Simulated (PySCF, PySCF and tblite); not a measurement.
A run on one conformer of C₆H₁₁NSi, numbered as in [CH:1]#[C:2][Si@@H:3]([CH:4]=[CH2:5])[NH:6][CH2:7][CH3:8], from an ensemble study. The sound level was PBE0/pcSseg-1 on GFN2-xTB geometries.

Input:

```
{"job": {"xc": "PBE0", "basis": "pcSseg-1", "kind": "nmr", "pop": false}, "charge": 0, "multiplicity": 1}
C     -0.738400     2.522900     1.279000
C     -0.734300     1.349600     1.050000
Si    -0.690700    -0.495400     0.710500
C     -2.306200    -1.075700     0.032000
C     -3.045200    -0.509100    -0.910800
N      0.476400    -0.817300    -0.476500
C      1.926400    -0.844100    -0.286000
C      2.571300     0.539700    -0.296900
H     -0.758000     3.570000     1.477400
H     -0.346700    -1.264800     1.920800
H     -2.648500    -2.006000     0.499000
H     -2.749700     0.411500    -1.408500
H     -3.986700    -0.953900    -1.225600
H      0.259900    -0.279000    -1.308500
H      2.355800    -1.426500    -1.098100
H      2.188300    -1.371100     0.655800
H      2.318500     1.077800    -1.218200
H      3.653700     0.437200    -0.251000
H      2.244200     1.143300     0.558100
```

Command: OMP_NUM_THREADS=1 python ens_run.py task.json out

Output:

```
coarse grid: 16024 points
cycle   1  E = -578.7827284048  dE =  7.663e-01  |g| = 5.734e-01  |ddm| = 3.911e+00
cycle   2  E = -578.7638657608  dE =  1.886e-02  |g| = 6.452e-01  |ddm| = 1.182e+00
cycle   3  E = -578.8610347671  dE = -9.717e-02  |g| = 1.351e-01  |ddm| = 6.425e-01
cycle   4  E = -578.8649077464  dE = -3.873e-03  |g| = 5.081e-02  |ddm| = 1.291e-01
cycle   5  E = -578.8654707217  dE = -5.630e-04  |g| = 2.068e-02  |ddm| = 4.633e-02
cycle   6  E = -578.8655695350  dE = -9.881e-05  |g| = 3.912e-03  |ddm| = 1.862e-02
cycle   7  E = -578.8655729520  dE = -3.417e-06  |g| = 9.169e-04  |ddm| = 4.258e-03
final grid: 149264 points
cycle   8  E = -578.9127688859  dE = -3.739e-05  |g| = 8.712e-03  |ddm| = 3.084e-02
cycle   9  E = -578.9127623193  dE =  6.567e-06  |g| = 1.023e-02  |ddm| = 1.587e-02
cycle  10  E = -578.9127879796  dE = -2.566e-05  |g| = 1.175e-03  |ddm| = 8.846e-03
cycle  11  E = -578.9127882973  dE = -3.177e-07  |g| = 3.110e-04  |ddm| = 1.134e-03
cycle  12  E = -578.9127883172  dE = -1.991e-08  |g| = 1.228e-04  |ddm| = 2.739e-04
cycle  13  E = -578.9127883204  dE = -3.209e-09  |g| = 5.012e-05  |ddm| = 1.223e-04
cycle  14  E = -578.9127883210  dE = -5.459e-10  |g| = 1.558e-05  |ddm| = 4.226e-05
converged SCF energy = -578.9127883210

GIAO shielding tensors (ppm)
atom      isotropic    diamagn.    paramagn.     s11        s22        s33       span
  0 C       87.997     262.563    -174.567      4.549     15.734    243.708    239.159
  1 C       93.546     264.260    -170.714    -11.760      3.098    289.301    301.061
  2 Si     398.393     883.838    -485.445    363.205    403.538    428.436     65.231
  3 C       44.620     263.573    -218.953    -77.904     33.966    177.799    255.704
  4 C       44.361     252.909    -208.549    -81.439     46.513    168.008    249.447
  5 N      212.515     326.935    -114.420    175.446    218.988    243.111     67.666
  6 C      141.258     241.167     -99.909    118.461    136.818    168.497     50.035
  7 C      162.930     248.284     -85.354    146.256    160.619    181.916     35.660
  8 H       29.465      33.516      -4.052     24.557     24.746     39.092     14.535
  9 H       26.858      30.334      -3.476     24.347     24.597     31.630      7.282
 10 H       25.005      29.228      -4.223     23.078     24.635     27.304      4.226
 11 H       25.274      32.614      -7.341     21.508     24.567     29.747      8.239
 12 H       25.081      26.908      -1.827     22.355     24.250     28.638      6.283
 13 H       32.137      37.233      -5.096     24.444     32.856     39.110     14.665
 14 H       28.552      29.008      -0.456     22.366     28.105     35.184     12.818
 15 H       28.471      29.373      -0.902     24.090     27.924     33.398      9.308
 16 H       30.502      30.859      -0.357     27.482     28.950     35.075      7.593
 17 H       30.582      27.939       2.643     26.381     27.524     37.841     11.459
 18 H       29.561      31.095      -1.534     25.335     29.369     33.979      8.644
```

**Question.** What is wrong with this calculation, and what did it do to the result?

**Answer.** The setting at fault: geometries not relaxed beyond the force field. The calculation finished and met its thresholds. Shieldings averaged over the conformers (ppm), as run and sound:
| atoms | as run | sound |
| --- | --- | --- |
| C1 | 88.5 | 85.8 |
| C2 | 94.2 | 94.7 |
| Si3 | 398.3 | 400.4 |
| C4 | 43.3 | 45.5 |
| C5 | 38.4 | 41.7 |
| N6 | 215.1 | 222.1 |
| C7 | 143.2 | 145.3 |
| C8 | 163.6 | 164.2 |
| H1 | 29.5 | 29.8 |
| H3 | 26.7 | 26.7 |
| H4 | 25.2 | 25.4 |
| H5b | 24.9 | 25.3 |
| H5a | 24.9 | 25.1 |
| H6 | 32.0 | 31.3 |
| H7b | 28.4 | 28.8 |
| H7a | 28.8 | 28.6 |
| H8 | 30.2 | 30.5 |
